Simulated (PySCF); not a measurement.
# Structure from NMR data

The spectra below were simulated for a compound C5H4F2N2O.

1H NMR (400 MHz, computed): δ 9.39 (d, 1H), 9.20 (m, 1H), 7.58 (m, 1H), 7.16 (d, 1H).

13C{1H} NMR (computed): δ 169.3 (C), 153.2 (CH), 134.1 (CH), 120.5 (CH), 118.6 (CH).

How the numbers were obtained: shielding tensors at PBE0/pcSseg-1 (GIAO), geometry from GFN2-xTB, in PySCF 2.14.0 with density-fitted response routines (no solvent model, a single conformation, non-relativistic Hamiltonian, fast rotation and ring inversion assumed for equivalent nuclei).

Referencing at the same level of theory: 1H (σref 31.72), 13C (σref 186.93) vs TMS.

Q: What is the structure?

A: 
1. The formula gives 4 degrees of unsaturation (1 ring in the answer).
2. 5 carbon signals for 5 carbons: no two carbons are equivalent.
3. Carbon types of the structure: 1 × C, 4 × CH, which accounts for all hydrogens.
4. δC 169.3: aromatic carbon bearing oxygen; the electronegative substituent deshields the carbon that carries it.
5. δC 153.2: aromatic CH next to a ring nitrogen; the adjacent pyridine-type nitrogen withdraws density from it.
6. δC 134.1, 120.5: aromatic CH.
7. δC 118.6: sp3 CH bonded to 2 F and O; 3 electronegative neighbours deshield it.
8. δH 9.39: hydrogen on an aromatic CH next to a ring nitrogen; ring current plus the neighbouring ring nitrogen.
9. δH 9.20: hydrogen on an sp3 CH bonded to 2 F and O; its carbon carries F and O, hence the downfield position.
10. δH 7.58, 7.16: hydrogen on an aromatic CH; it sits in the deshielding region of the aromatic ring current.

The compound is SMILES FC(F)Oc1cccnn1.

The data come from this structure; uniqueness wasn't tested.

Splittings by 19F in the carbon and heteronuclear signals aren't shown, as no couplings were computed. Shifts are as computed. Against solution values, carbons near 30 ppm lie about +3 ppm off and those near 130 ppm about +5 ppm (rms about the fit 2.1 ppm; single classes can miss by 10 ppm). Of 1328 compounds with measured shifts, 309 miss one by over three times the rms of a fit or turn the order of signals round; such compounds aren't used in these exercises. Signals without a measured value on file couldn't be tested in this way; 1H shifts scatter by 0.2 ppm about their fit, and single ones miss by 0.5 ppm. No couplings were computed; multiplicities are counted from neighbouring protons, with m where these are inequivalent, close in shift, in a saturated or five-membered ring or joined by F or P, and br s for small geminal =CH2 splittings.
